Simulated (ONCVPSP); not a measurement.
**Ar (Z = 18), ONCV: configuration errors across variants**

* Element: Ar (Z = 18)
* Generator: ONCVPSP 4.0.1
* Type: optimised norm-conserving Vanderbilt (ONCV)
* Functional: BLYP
* Relativity: scalar-relativistic
* Frozen core: [Ne]
* Valence charge: 8
* Reference configuration: 3s2 3p5.5 (charge +0.5)
* Partial waves: 3s: rc 1.25 bohr, ncon 4, nbas 9, qcut 4.8 1/bohr, 2 projectors, debl 2.4 Ha; 3p: rc 1.30 bohr, ncon 4, nbas 8, qcut 5.7 1/bohr, 2 projectors, debl 3.4 Ha
* Local potential: polynomial inside 1.00 bohr (lpopt 4, dvloc0 3 Ha)
* Core correction: none

All-electron excitation energies from the reference (eV): (1) 3s2 3p6 -6.479; (2) 3s2 3p5 9.439; (3) 3s2 3p4 37.949; (4) 3s1 3p6 24.025.

Errors AE − PS in meV (a dash: test not solved or not reliable):

```tsv
change	(1)	(2)	(3)	(4)	bound ghosts	GHOST(+) flags above zero
base	+1.1	-0.3	+8.2	-3.2	none	none
all radii scaled by about 0.80 (s 1.00, p 1.04 bohr); local potential polynomial inside 0.80 bohr (lpopt 4, dvloc0 3 Ha)	+0.9	-0.1	+8.3	-0.7	none	s, p
all radii scaled by about 0.89 (s 1.12, p 1.16 bohr); local potential polynomial inside 0.90 bohr (lpopt 4, dvloc0 3 Ha)	+1.0	-0.2	+7.9	-1.4	none	s
all radii scaled by about 1.04 (s 1.30, p 1.36 bohr); local potential polynomial inside 1.04 bohr (lpopt 4, dvloc0 3 Ha)	+1.1	-0.3	+8.3	-3.9	none	none
all radii scaled by about 1.16 (s 1.46, p 1.50 bohr); local potential polynomial inside 1.16 bohr (lpopt 4, dvloc0 3 Ha)	+1.2	-0.1	+10	-8.5	none	none
all radii scaled by about 1.29 (s 1.62, p 1.68 bohr); local potential polynomial inside 1.30 bohr (lpopt 4, dvloc0 3 Ha)	+1.3	+0.1	+12	-15	none	none
```

Question: Give the same row for: all radii scaled by about 1.23 (s 1.54, p 1.60 bohr); local potential polynomial inside 1.22 bohr (lpopt 4, dvloc0 3 Ha).

Answer: +1.1, -0.2, +9.7, -11; bound ghosts: none; GHOST(+) flags above zero: p.
